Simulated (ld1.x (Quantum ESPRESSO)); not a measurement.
Building the TM potential for carbon (C) (PBEsol, scalar-relativistic).

ld1.x (Quantum ESPRESSO) 7.5 was run on this input:

```
&input
   title='C', zed=6., rel=1, dft='PBESOL', iswitch=3,
   config='[He] 2s2 2p2',
   nld=2, rlderiv=2.55, eminld=-3.0, emaxld=5.0, deld=0.02
 /
 &inputp
   pseudotype=2, tm=.true., lloc=-1, rcloc=1.85,
   nlcc=.false.,
   file_pseudopw='C.UPF', file_wfcaegen='ae.wfc', file_wfcncgen='nc.wfc', file_beta='beta', file_chi='chi'
 /
2
2S  1  0   2.00   0.00  0.90  0.90  0.0
2P  2  1   2.00   0.00  2.35  2.35  0.0
 &test
   configts(1)='2s2 2p2'
 /
```

Command:

```bash
ld1.x < C.in > C.out
```

Output (shortened: banner, matrices, multipoles, cross overlaps and the repeated all-electron block are left out):

```
Program LD1 v.7.5
     --------------------------- All-electron run ----------------------------

     C
     scalar relativistic calculation

     atomic number is  6.00
     dft =PBESOL   lsd =0 sic =0 latt =0  beta=0.20 tr2=1.0E-14
     Exchange-correlation= PBESOL
                           (   1   4  10   8   0   0   0)
     mesh =1073 r(mesh) = 100.30751 a.u. xmin = -7.00 dx = 0.01250
     1 Ry =  13.60569312 eV, c = 137.03599908

     n l     nl                  e(Ry)          e(Ha)          e(eV)
     1 0     1S 1( 2.00)       -19.9949        -9.9975      -272.0447
     2 0     2S 1( 2.00)        -1.0031        -0.5016       -13.6482
     2 1     2P 1( 2.00)        -0.3847        -0.1923        -5.2335

     final scf error:  2.0E-15 reached in  33 iterations

     Etot =     -75.186894 Ry,     -37.593447 Ha,   -1022.969813 eV

     Ekin =      74.940606 Ry,      37.470303 Ha,    1019.618881 eV
     Encl =    -175.649089 Ry,     -87.824544 Ha,   -2389.827600 eV
     Eh   =      35.311091 Ry,      17.655545 Ha,     480.431861 eV
     Exc  =      -9.789502 Ry,      -4.894751 Ha,    -133.192956 eV

     normalization and overlap integrals

     s(1S/1S) =  1.000000  <r> =   0.2713  <r2> =    0.0998  r(max) =   0.1752
     s(2S/2S) =  1.000000  <r> =   1.5764  <r2> =    3.0088  r(max) =   1.2162
     s(2P/2P) =  1.000000  <r> =   1.7996  <r2> =    4.2490  r(max) =   1.2011

     ------------------------ End of All-electron run ------------------------

     --------------------- Generating NC pseudopotential ---------------------

      Generating local potential from pseudized AE potential:
      Matching radius rcloc =   1.8500

      Local pseudo, rcloc= 1.837 Estimated cut-off energy=     7.21 Ry

      Wfc   2S  rcut= 0.890  Using Troullier-Martins method

      Wfc   2P  rcut= 2.359  Using Troullier-Martins method

     ------------------- End of pseudopotential generation -------------------

     Computing logarithmic derivative in   2.55873
     Computing logarithmic derivative in   2.55873
     Computing the partial wave expansion
     R is outside the sphere for l=    0 j= 0.00
     R is outside the sphere for l=    1 j= 0.00

     ---------------------- Testing the pseudopotential ----------------------

     C
     scalar relativistic calculation

     atomic number is  6.00   valence charge is  4.00
     dft =PBESOL   lsd =0 sic =0 latt =0  beta=0.20 tr2=1.0E-14
     mesh =1073 r(mesh) = 100.30751 xmin = -7.00 dx = 0.01250

     n l     nl             e AE (Ry)        e PS (Ry)    De AE-PS (Ry)
     1 0     2S   1( 2.00)       -1.00312       -1.00313        0.00000
     2 1     2P   1( 2.00)       -0.38465       -0.38466        0.00000

     eps = 7.2E-15  iter = 14

     Etot =     -75.186894 Ry,     -37.593447 Ha,   -1022.969813 eV
     Etotps =   -10.595167 Ry,      -5.297583 Ha,    -144.154587 eV

     Ekin =       5.818006 Ry,       2.909003 Ha,      79.158009 eV
     Encl =     -21.371460 Ry,     -10.685730 Ha,    -290.773527 eV
     Ehrt =       8.643024 Ry,       4.321512 Ha,     117.594330 eV
     Ecxc =      -2.748659 Ry,      -1.374329 Ha,     -37.397409 eV
     Epseu=      -0.936078 Ry,      -0.468039 Ha,     -12.735990 eV

     ---------------------- End of pseudopotential test ----------------------
```

Generation and configuration tests took about 0.87 s on one core of a shared server CPU.
